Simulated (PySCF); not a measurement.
**`[BH3-][P@@H+](C)CCP`, C3H13BP2**

Molfile (atoms numbered from 1):
```
C3H13BP2
     RDKit          3D

 19 18  0  0  0  0  0  0  0  0999 V2000
   -0.8269    1.7687   -0.3718 B   0  0  0  0  0  0  0  0  0  0  0  0
   -0.5360    0.2917    0.7998 P   0  0  1  0  0  0  0  0  0  0  0  0
   -2.0476   -0.6066    1.2725 C   0  0  0  0  0  0  0  0  0  0  0  0
    0.5679   -1.0129    0.1302 C   0  0  0  0  0  0  0  0  0  0  0  0
    1.8625   -0.4946   -0.4839 C   0  0  0  0  0  0  0  0  0  0  0  0
    3.0946    0.3576    0.6272 P   0  0  0  0  0  0  0  0  0  0  0  0
   -1.6197    2.4988    0.2045 H   0  0  0  0  0  0  0  0  0  0  0  0
   -1.2971    1.2275   -1.3681 H   0  0  0  0  0  0  0  0  0  0  0  0
    0.2664    2.2790   -0.5673 H   0  0  0  0  0  0  0  0  0  0  0  0
    0.0410    0.5938    2.0591 H   0  0  0  0  0  0  0  0  0  0  0  0
   -2.7013    0.0717    1.8384 H   0  0  0  0  0  0  0  0  0  0  0  0
   -1.8261   -1.4959    1.8792 H   0  0  0  0  0  0  0  0  0  0  0  0
   -2.5755   -0.9054    0.3555 H   0  0  0  0  0  0  0  0  0  0  0  0
   -0.0347   -1.5236   -0.6417 H   0  0  0  0  0  0  0  0  0  0  0  0
    0.7679   -1.7523    0.9233 H   0  0  0  0  0  0  0  0  0  0  0  0
    2.4031   -1.3334   -0.9514 H   0  0  0  0  0  0  0  0  0  0  0  0
    1.6412    0.2173   -1.2958 H   0  0  0  0  0  0  0  0  0  0  0  0
    2.2367    1.3917    1.1088 H   0  0  0  0  0  0  0  0  0  0  0  0
    2.9007   -0.4661    1.7815 H   0  0  0  0  0  0  0  0  0  0  0  0
  1  2  1  0
  2  3  1  0
  2  4  1  0
  4  5  1  0
  5  6  1  0
  1  7  1  0
  1  8  1  0
  1  9  1  0
  2 10  1  1
  3 11  1  0
  3 12  1  0
  3 13  1  0
  4 14  1  0
  4 15  1  0
  5 16  1  0
  5 17  1  0
  6 18  1  0
  6 19  1  0
M  CHG  2   1  -1   2   1
M  END
```

Computed, not measured: GIAO CAM-B3LYP/pcSseg-1 magnetisability, rotational g tensor and spin-rotation constants, non-relativistic, gas phase (PySCF). Geometry: PBE0-D3(BJ)/def2-SVP.

Problem. Give the nuclear spin-rotation constants along the inertial axes (H = +C I·J) beside the isotropic shieldings.

Solution. Rotational constants 3.7695, 1.1088, 1.0151 GHz. A star marks the isotopologue with that one atom substituted, in its own axes.
| atom | isotope | Caa (kHz) | Cbb (kHz) | Ccc (kHz) | mean (kHz) | σ (ppm) |
| --- | --- | --- | --- | --- | --- | --- |
| B1 | 11B | 0.413 | 0.133 | 0.102 | 0.216 | 148.1 |
| P2 | 31P | 6.035 | 1.500 | 1.636 | 3.057 | 343.6 |
| P6 | 31P | 4.749 | 1.408 | 1.215 | 2.457 | 457.8 |
| H7 | 1H | -0.175 | -0.065 | -0.070 | -0.103 | 30.5 |
| H8 | 1H | -0.343 | -0.095 | -0.004 | -0.147 | 30.8 |
| H9 | 1H | -0.047 | -0.067 | -0.100 | -0.072 | 30.4 |
| H10 | 1H | -0.314 | -0.113 | 0.041 | -0.129 | 26.6 |
| H11 | 1H | -0.175 | -0.101 | -0.068 | -0.115 | 30.0 |
| H12 | 1H | -0.398 | -0.001 | -0.105 | -0.168 | 30.3 |
| H13 | 1H | -0.294 | -0.134 | -0.010 | -0.146 | 30.2 |
| H14 | 1H | -0.323 | -0.119 | -0.006 | -0.150 | 29.8 |
| H15 | 1H | -0.406 | -0.012 | -0.083 | -0.167 | 29.9 |
| H16 | 1H | -0.292 | -0.064 | -0.061 | -0.139 | 29.9 |
| H17 | 1H | -0.394 | -0.024 | -0.065 | -0.161 | 29.6 |
| H18 | 1H | -0.162 | -0.054 | -0.076 | -0.097 | 28.1 |
| H19 | 1H | -0.363 | -0.028 | -0.060 | -0.150 | 28.9 |
| C3 | 13C* | 0.509 | 0.139 | 0.136 | 0.261 | 174.5 |
| C4 | 13C* | 0.563 | 0.189 | 0.181 | 0.311 | 152.5 |
| C5 | 13C* | 0.509 | 0.148 | 0.151 | 0.269 | 170.0 |

For the geometry as given, no vibrational averaging.

Problem. How do the rotational constants and the g tensor change when H7, H8, H9, H10, H11, H12, H13, H14, H15, H16, H17, H18, H19 are replaced by deuterium?

Solution. Constants 2.8192, 0.9669, 0.8801 GHz; g -0.0143, -0.0047, -0.0068, against -0.0191, -0.0054, -0.0078 before.
